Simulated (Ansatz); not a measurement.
Species: C$_{2}$H$_{6}$BO (charge 0, doublet). It need not be the lowest isomer of its formula. 
Coordinates optimised at B3LYP-D3(BJ)/def2-TZVP (Ansatz, a program for electronic structure):
```
B
O 1 1.3320
C 2 1.4290 1 124.24
H 3 1.0898 2 108.38 1 -120.76
H 3 1.0898 4 109.26 2 117.91
H 3 1.0907 4 109.97 5 120.78
C 1 1.5611 2 124.08 3 180.00
H 7 1.0932 1 110.40 2 -121.50
H 7 1.0932 8 106.11 1 119.63
H 7 1.0956 8 108.75 9 116.83
```
Charge 0, spin multiplicity 2.

Dipole moments at this geometry, in debye (magnitudes).

```tsv
level	program	dipole (D)
revPBE/def2-TZVPD	Ansatz	?
r2SCAN/def2-TZVPD	Ansatz	1.00
B3LYP/def2-TZVPD	Ansatz	1.03
BHLYP/def2-TZVPD	Ansatz	1.02
r2SCANh/def2-TZVPD	Ansatz	0.99
r2SCAN0/def2-TZVPD	Ansatz	0.98
HSE06/def2-TZVPD	Ansatz	1.00
LC-wPBE/def2-TZVPD	Ansatz	1.04
wB97M-V/def2-TZVPD	Ansatz	1.05
CCSD(T)/aug-cc-pVDZ	Ansatz	?
```

Q: What belongs in the gaps?

A: 
- revPBE/def2-TZVPD, dipole (D): 1.03
- CCSD(T)/aug-cc-pVDZ, dipole (D): 1.14
